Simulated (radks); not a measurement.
The numbers below are computed, except where a source is named.
How relativity changes the ionisation of the beryllium ion Be+ ([He] 2s1) to Be2+ ([He]). Spin-unpolarised spherical Kohn-Sham, LDA (Slater exchange, Perdew-Wang correlation), point nucleus unless stated (finite: rms radius 2.519 fm), a radial shooting solver on a logarithmic mesh with Libxc functionals. A level marked "c x" has the speed of light scaled by that factor.

| level | E(Be+) (hartree) | E(Be2+) (hartree) | IE (eV) | HOMO | <r> HOMO (bohr) |
|---|---|---|---|---|---|
| non-rel. | -14.09693 | -13.44391 | 17.770 | 2s | 2.299 |
| scalar-rel. | -14.09970 | -13.44656 | 17.773 | 2s | 2.299 |
| scalar-rel., finite nucleus | -14.09970 | -13.44656 | 17.773 | 2s | 2.299 |
| Dirac | -14.09970 | -13.44656 | 17.773 | 2s1/2 | 2.299 |
| Dirac, finite nucleus | -14.09970 | -13.44656 | 17.773 | 2s1/2 | 2.299 |
| Dirac, c x 1.25 | -14.09870 | -13.44561 | 17.772 | 2s1/2 | 2.299 |
| Dirac, c x 5 | -14.09704 | -13.44401 | 17.770 | 2s1/2 | 2.299 |
| Dirac, c x 10 | -14.09696 | -13.44393 | 17.770 | 2s1/2 | 2.299 |

NIST Atomic Spectra Database: 18.211 eV (measured). The relativistic part of the total energy of Be+ is -0.002772 hartree (Dirac, finite nucleus), 0.02 % of the non-relativistic value. Spin polarisation and multiplet splitting of open shells are left out at every level.

Beside tabulated values, note that spin-unpolarised runs miss the spin-polarisation part of the exchange energy of open shells.
